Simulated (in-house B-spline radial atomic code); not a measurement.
# RPBE excitations of Ga IV (Ga3+)

Method: RPBE. Computed with a B-spline radial code for spherical atoms: linear response of the closed shell [Ar] 3d10 with the functional's adiabatic kernel; scalar-relativistic (spin-free one-electron X2C), finite nucleus, no spin-orbit coupling, no double excitations, S, P, D and F terms only. Only terms of natural parity with L up to 3 were computed.

Command:
```bash
python run_td.py task.json out
```
Settings (radii: box in bohr, nucleus in fm):
```
Z                        31
electrons                28
configuration            [Ar] 3d10
hamiltonian              x2c
method                   rpbe,pbe
box_radius               23.08
rms_radius               3.9973
intervals                72
```

Time taken, with all properties: 1.5 s on 1 thread of Arm Neoverse N1, on a shared host.

The lowest states, in the order of their Tamm-Dancoff energies; the method's threshold (minus the highest occupied level) is 52.36 eV. Labels give the largest channel, * marks a mixed state, and oscillator strengths are full-response dipole values. Semilocal kernels can invert the small singlet-triplet splittings of Rydberg terms. Energies in eV:

| state | full response | Tamm-Dancoff | oscillator strength |
| --- | --- | --- | --- |
| 3d → 4s 3D | 15.397 | 15.422 | - |
| 3d → 4s 1D | ? | ? | - |
| 3d → 4p 3P | ? | ? | - |
| 3d → 4p 3F | 24.648 | 24.666 | - |
| 3d → 4p 1F | 25.001 | 25.004 | - |
| 3d → 4p 1P | 25.919 | 25.995 | 0.496 |
| 3d → 4d 3S | 36.37 | 36.40 | - |
| 3d → 4d 3D | 36.86 | 36.87 | - |
| 3d → 4d 1D | 37.19 | 37.20 | - |
| 3d → 5s 3D | 37.56 | 37.56 | - |
| 3d → 5s 1D | 37.72 | 37.73 | - |
| 3d → 4d 1S | 39.26 | 39.59 | - |
| 3d → 5p 3P | 40.43 | 40.44 | - |
| 3d → 5p 3F | 40.47 | 40.48 | - |
| 3d → 5p 1F | 40.56 | 40.56 | - |
| 3d → 5p 1P | 40.75 | 40.76 | 0.0449 |

Where does 3d → 4s 1D lie?

At 16.031 eV in full response, 16.041 eV in Tamm-Dancoff.

Where does 3d → 4p 3P lie?

At 24.553 eV in full response, 24.579 eV in Tamm-Dancoff.

How large is the singlet-triplet splitting of 3d → 4s (D terms) in Tamm-Dancoff?

0.619 eV, from the unrounded values.

What polarisabilities and dispersion coefficient does the method give?

Dipole 1.494 bohr³, quadrupole 3.237 bohr⁵, C6 3.351 hartree·bohr⁶ for two such species.
